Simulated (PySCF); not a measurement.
Isomers of C8H10FN, mass 139.080 u with the commonest isotopes. Level of theory: PBE0-D3(BJ)/def2-SVP geometry optimisation, gas phase (PySCF 2.14.0). One conformer each, none proved a minimum here; rigid rotors.

Problem. Order these by rotational constant B, largest first.
A. `[H]/[N:8]=[C:7]1/[CH2:6][CH2:5][CH2:4][C@@H:3]([C:2]#[CH:1])[C@@H:9]1[F:10]` with C2–C3–C4–C5 180°, C3–C4–C5–C6 56°, C4–C5–C6–C7 -55°, C5–C6–C7–N8 -124°
B. `c1c(F)cc(cc1)N(C)C`
C. `[CH3:1][NH:2][c:3]1[cH:4][cH:5][cH:6][c:7]([F:8])[c:9]1[CH3:10]` with C1–N2–C3–C4 7°

Solution. A (1160 MHz), C (1072 MHz), B (939.8 MHz).

Problem. Order these by radius of gyration √(Σ m r²/M), smallest first.
A. `CN(C)C1=CC=CC(F)=C1`
B. `[H]/[N:8]=[C:7]1/[CH2:6][CH2:5][CH2:4][C@@H:3]([C:2]#[CH:1])[C@@H:9]1[F:10]` with C2–C3–C4–C5 180°, C3–C4–C5–C6 56°, C4–C5–C6–C7 -55°, C5–C6–C7–N8 -124°
C. `[CH3:1][NH:2][c:3]1[cH:4][cH:5][cH:6][c:7]([F:8])[c:9]1[CH3:10]` with C1–N2–C3–C4 7°

Solution. B (2.191 Å), C (2.234 Å), A (2.303 Å).

Problem. Order these by rotational constant C, smallest first.
A. `[CH3:1][NH:2][c:3]1[cH:4][cH:5][cH:6][c:7]([F:8])[c:9]1[CH3:10]` with C1–N2–C3–C4 7°
B. `[H]/[N:8]=[C:7]1/[CH2:6][CH2:5][CH2:4][C@@H:3]([C:2]#[CH:1])[C@@H:9]1[F:10]` with C2–C3–C4–C5 180°, C3–C4–C5–C6 56°, C4–C5–C6–C7 -55°, C5–C6–C7–N8 -124°
C. `CN(C)C1=CC=CC(F)=C1`

Solution. C (688.1 MHz), A (731.5 MHz), B (779.2 MHz).

```
                         SMILES  point group  Ia (u·Å²)  Ib (u·Å²)  Ic (u·Å²)      κ  μa (D)  μb (D)  μc (D)
               CN(C)c1cccc(F)c1      near Cs     203.15     537.76     734.43  -0.72    3.22    0.29    0.04
[H]/N=C1/CCC[C@@H](C#C)[C@@H]1F           C1     251.43     435.81     648.58  -0.38    1.15    2.25    0.78
                 CNc1cccc(F)c1C      near Cs     226.07     471.49     690.86  -0.55    2.88    0.75    0.34
```
